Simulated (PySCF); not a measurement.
A structure optimised at PBE0-D3(BJ)/def2-SVP, used in a PySCF frequency run:

```
Al
O 1 1.6916
C 2 1.3863 1 137.11
H 3 1.1057 2 110.84 1 121.31
H 3 1.1057 4 107.00 2 -121.00
H 3 1.1062 4 107.39 5 -115.02
O 1 1.7004 2 118.30 3 -0.04
H 7 0.9564 1 127.30 2 -179.91
N 1 1.7634 2 117.62 3 179.96
H 9 1.0119 1 126.55 2 179.96
H 9 1.0131 10 110.22 1 180.00
```
Charge 0, spin multiplicity 1.

Write its SMILES and formula.

C[O][Al]([NH2])[OH], CH₆AlNO₂

What are its rotational constants (standard atomic weights)?

6.0236, 2.7300, 1.9011 GHz
